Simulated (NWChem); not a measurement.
Species: C3H4F2; SMILES C/C(F)=C\F

Results from NWChem. Pople sets run with spherical d functions. Coordinates come from a PBE0/def2-SVP optimisation.

Question: Predict the results for PBE/6-31G*. Quantities: highest occupied level (eV); orbital gap (eV); dipole (D).

Answer: 
| Property | Result |
|---|---|
| highest occupied level (eV) | -5.26 |
| orbital gap (eV) | 5.37 |
| dipole (D) | 0.56 |
